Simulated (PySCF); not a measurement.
A side-by-side comparison of computed properties.

First species: C7H10P2.
InChI=1S/C7H10P2/c1-3-7-4-5-8-6(2)9-7/h4-5H,3H2,1-2H3

Second species: C3H12Si4.
InChI=1S/C3H12Si4/c1-3-7-5-4-6(7)2/h3,6-7H,1,4-5H2,2H3/t6-,7-/m1/s1

Levels: PBE0/pcSseg-1 for dipole moment, HOMO energy, LUMO energy and HOMO–LUMO gap; GFN2-xTB for rotational constant A and rotational constant C. Geometries: GFN2-xTB. Each structure is a single optimised conformer of the isolated species, non-relativistic unless stated; the electronic structure was computed with PySCF and density fitting.

Dipoles, sizes and rotational constants follow the conformer. The torsions of the flexible species, by atom-mapped SMILES:
- `[CH3:1][CH2:2][c:3]1[cH:4][cH:5][p:6][c:7]([CH3:8])[p:9]1`: C1–C2–C3–C4 -85°
- `[CH2:1]=[CH:2][Si@@H:3]1[SiH2:4][SiH2:5][Si@H:6]1[CH3:7]`: C1–C2–Si3–Si4 -130°

Q: Which has the higher dipole moment?

A: The first: 1.38 D against 0.85 D, a difference of 0.53 D.

Q: Which of the two has the higher HOMO–LUMO gap, and by how much?

A: The second: 5.60 eV against 5.08 eV, a difference of 0.52 eV.

Q: Which of the two has the higher rotational constant A, and by how much?

A: The first: 2.049 GHz against 1.455 GHz, a difference of 0.594 GHz.

Q: Which of the two has the higher HOMO energy, and by how much?

A: The first: -6.97 eV against -7.04 eV, a difference of 0.07 eV.

Q: Which has the higher rotational constant C?

A: The first: 0.654 GHz against 0.639 GHz, a difference of 0.015 GHz.

Q: Which of the two has the higher LUMO energy, and by how much?

A: The second: -1.44 eV against -1.89 eV, a difference of 0.45 eV.

On the first: The dipole matches unit charges of opposite sign 0.29 Å apart (1 e·Å = 4.8032 D).

On the second: The dipole equals about 2.8 × 10⁻³⁰ C·m (1 D = 3.33564 × 10⁻³⁰ C·m). A dipole of 0.85 D is allowed in C1, and pure rotational transitions are dipole-allowed.
